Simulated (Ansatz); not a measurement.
Consider the redistribution: `[OH][Ti]([F])([Cl])[Cl]` + `S[Si]S` → `[OH][Ti]([F])([SH])[Cl]` + `S[Si]Cl`.

Isolated molecules relaxed with PBE0-D4/def2-TZVP in Ansatz; ΔE leaves out vibrations. CCSD(T)/CBS is the MP2 limit (def2-TZVPP, def2-QZVPP) plus CCSD(T) − MP2 in def2-TZVPP, frozen cores. This one scheme is used for every species. Functionals use def2-TZVPP. B3LYP here is the variant with VWN-RPA as its local correlation; programs differ in this. For Ti outer-core shells are correlated without core-valence functions, which leaves a few kJ/mol of doubt a bond. Scalar relativity is left out up to krypton. Each species was taken in one conformer, which may not be the lowest.

Task: Is it downhill or uphill in electronic energy at CCSD(T)/CBS, and by how much? (Estimate.)

Result: The calculation gave: Uphill: ΔE = +21.6 kJ/mol.

Task: What do these levels give: PBE-D4, r2SCAN-D4, PBE0-D4, ωB97M-V, B2PLYP, r2SCAN, PBE0, B3LYP, HF/def2-TZVPP, CCSD/def2-TZVPP, CCSD(T)/def2-TZVPP, CCSD/CBS(def2)? (An estimate is asked.)

Result: Computed: PBE-D4 24.1, r2SCAN-D4 26.3, PBE0-D4 25.1, ωB97M-V 21.5, B2PLYP 21.5, r2SCAN 26.4, PBE0 25.0, B3LYP 22.3, HF/def2-TZVPP 28.5, CCSD/def2-TZVPP 23.9, CCSD(T)/def2-TZVPP 22.6, CCSD/CBS(def2) 22.9 kJ/mol.

Largest T1 diagnostic among the species: 0.025, so the coupled-cluster value is less sure than usual.

In def2-TZVPP, CCSD(T) changes the Hartree–Fock value by −5.9 kJ/mol (the triples alone add −1.3 kJ/mol) and MP2 by −6.9 kJ/mol.
